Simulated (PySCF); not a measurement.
A structure optimised at PBE-D3(BJ)/def2-SVP, used in a PySCF frequency run:

```
C
H 1 1.1116
H 1 1.1116 2 106.02
C 1 1.5329 2 111.03 3 120.69
H 4 1.1095 1 112.28 2 60.87
H 4 1.1095 5 106.97 1 -123.60
H 4 1.1121 5 106.76 6 -114.00
Zn 1 1.9540 2 106.76 3 -113.56
I 8 2.4623 2 155.01 1 179.67
```
Charge 0, spin multiplicity 1.

### Question
Write its SMILES, formula and point group.

### Answer
C[CH2][Zn][I], C2H5IZn, Cs

### Question
What are its rotational constants (standard atomic weights)?

### Answer
19.807, 0.75115, 0.73038 GHz
